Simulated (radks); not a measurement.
Effect of the nuclear size on the nickel ion Ni3+, [Ar] 3d7. Method: Dirac Kohn-Sham, exchange-only LDA, spin-unpolarised, spherical densities, finite nucleus; open shells fill j = l - 1/2 first; Fermi nuclear charge, rms radius 3.7757 fm; computed with a radial shooting solver on a logarithmic mesh with Libxc functionals. The rms radius is varied about that value; shifts are against it.

rms radius (fm)  total energy shift (eV)  density at nucleus (e/bohr^3)  1s1/2 shift (meV)  2s1/2 shift (meV)  3s1/2 shift (meV)
3.1338                           -0.0490                      1.967e+04              -20.8              -1.94             -0.292
3.5416                           -0.0189                      1.955e+04              -8.02             -0.747             -0.112
3.7757                                 0                      1.949e+04              0.000              0.000              0.000
4.1495                            0.0325                       1.94e+04               13.8               1.29              0.194
4.1684                            0.0342                       1.94e+04               14.6               1.35              0.204

Slopes of the eigenvalues against <r^2> in GHz/fm^2, as finite differences over the two radii next to the reference (eigenvalue slopes, not the field-shift constants of lines): 1s1/2 1130, 2s1/2 105, 3s1/2 15.8.
